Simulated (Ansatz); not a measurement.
Stepwise reaction of `[NH2][Sc]([O][SiH3])[O][SiH3]` with water, as a gas-phase model of exchange steps in deposition or etching. ΔE in kJ/mol.

Program: Ansatz. Geometries: PBE0-D4/def2-TZVP. ΔE: electronic, gas phase. CCSD(T)/CBS is the MP2 limit (def2-TZVPP, def2-QZVPP) plus CCSD(T) − MP2 in def2-TZVPP, frozen cores. This one scheme is used for every species. DFT in def2-TZVPP. B3LYP here is the variant with VWN-RPA as its local correlation; programs differ in this. For Sc outer-core shells are correlated without core-valence functions, which leaves a few kJ/mol of doubt a bond. Scalar relativity is left out up to krypton. One conformer a species, not always the lowest.

```
step                                                              reaction  PBE-D4  B3LYP-D4  ωB97M-V  CCSD(T)/CBS
   2  `[NH2][Sc]([OH])[O][SiH3]` + H₂O → `[NH2][Sc]([OH])[OH]` + `O[SiH3]`    25.3      27.9     25.3         32.6
```

Problem. Give the row of step 1, `[NH2][Sc]([O][SiH3])[O][SiH3]` + H₂O → `[NH2][Sc]([OH])[O][SiH3]` + `O[SiH3]`. (An estimate is asked.)

Solution. The calculation gave: 
| step | reaction | PBE-D4 | B3LYP-D4 | ωB97M-V | CCSD(T)/CBS |
| --- | --- | --- | --- | --- | --- |
| 1 | `[NH2][Sc]([O][SiH3])[O][SiH3]` + H₂O → `[NH2][Sc]([OH])[O][SiH3]` + `O[SiH3]` | 23.8 | 26.8 | 23.6 | 31.5 |

Problem. By hand: ΔE of the 2 steps together at CCSD(T)/CBS.

Solution. (31.5) + (32.6) = 64.1 kJ/mol, or 32.0 kJ/mol a step.

In ΔE the steps differ by no more than 1.1 kJ/mol. All are uphill at CCSD(T)/CBS. PBE-D4 differs from CCSD(T)/CBS by -7.7 to -7.3 kJ/mol a step. Isolated molecules leave out the surface, adducts and barriers. Largest T1 diagnostic: 0.016.
